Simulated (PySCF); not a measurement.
# C₆ coefficients of unlike pairs at PBE0

Calculated with PySCF 2.14 from the dipole response of each species, C₆(A,B) = (3/π) ∫ α_A(iu) α_B(iu) du, in atomic units, from isotropic polarisabilities. For ions this is the dispersion term alone; charge-induced terms of lower order in 1/R come first.

```csv
species,configuration,basis,relativity,α (bohr³),C₆ (like pair)
Tc(3+),[Kr] 4d4 (5D),def2-QZVPPD with the def2 core potential (28 electrons) (7s5p4d4f2g),core potential,5.410,24.51
Co(3+),[Ar] 3d6 (5D),def2-TZVPPD (6s6p4d2f1g),none,1.518,3.457
Ge(2+),[Ar] 3d10 4s2 (1S),aug-cc-pVTZ-DK (7s6p4d2f),spin-free X2C,10.63,39.93
C(2+),[He] 2s2 (1S),aug-cc-pCVQZ-DK (9s8p6d4f2g),spin-free X2C,4.270,6.605
```

Q: Estimate C₆ for C(2+) with Tc(3+).

A: The integral gives 11.72. The combination rule 2 C_A C_B / (C_A α_B/α_A + C_B α_A/α_B) gives 11.68 and the geometric mean 12.72.

No spin-orbit coupling is included.

The other pairs:

```csv
pair,C₆
"Co(3+), Tc(3+)",8.808
"C(2+), Co(3+)",3.816
"Ge(2+), Co(3+)",9.342
"C(2+), Ge(2+)",16.24
"Ge(2+), Tc(3+)",28.72
```
